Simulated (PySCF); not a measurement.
# Potential energy of GeN along the bond

Set-up: Ge def2-TZVPP, N def2-TZVPP; no relativity (PySCF 2.14). Energies in eV from Ge + N in their ground configurations at the same level. State: ²Π (doublet), unpaired electrons π ↑.

All columns are HSE06. A positive dipole means Ge(−)N(+).

```
R (Å)  E (eV)  μ (D)  Mulliken charge on Ge (basis-dependent)  HOMO (eV)  LUMO (eV)  Mayer bond order  ⟨S²⟩
1.497  -2.033  -2.24                                     0.30      -6.91      -5.65              2.05  0.75
1.567  -2.880  -2.45                                     0.30      -6.94      -5.40              2.06  0.76
1.637  -3.346  -2.66                                     0.32      -6.95      -5.18              2.06  0.76
1.689  -3.513  -2.81                                     0.34      -6.94      -5.04              2.06  0.76
1.741  -3.561  -2.95                                     0.35      -6.85      -4.90              2.05  0.77
1.793  -3.518  -3.07                                     0.37      -6.63      -4.79              2.03  0.78
1.863  -3.362  -3.17                                     0.38      -6.34      -4.67              1.98  0.83
1.950  -3.076  -3.15                                     0.38      -6.01      -4.55              1.83  0.99
2.054  -2.691  -3.03                                     0.35      -5.76      -4.45              1.59  1.21
2.194  -2.187  -2.94                                     0.33      -5.60      -4.34              1.33  1.44
```

A fit through these points gives, at Re = 1.740 Å, μ = -2.95 D and dμ/dR = -2.52 D/Å; the reduced mass is 11.77 u.

Problem. How strong is the fundamental in the double-harmonic approximation, I = 42.26·(dμ/dR)²/μred km/mol?

Solution. I = 42.26·(-2.52)²/11.77 = 22.8 km/mol at HSE06.

⟨S²⟩ of the unrestricted solution departs from its pure value on part of the curve, where spin states mix. Spin–orbit coupling is left out. The state is the lowest determinant that a PBE0 search found; another state may lie lower at other levels.
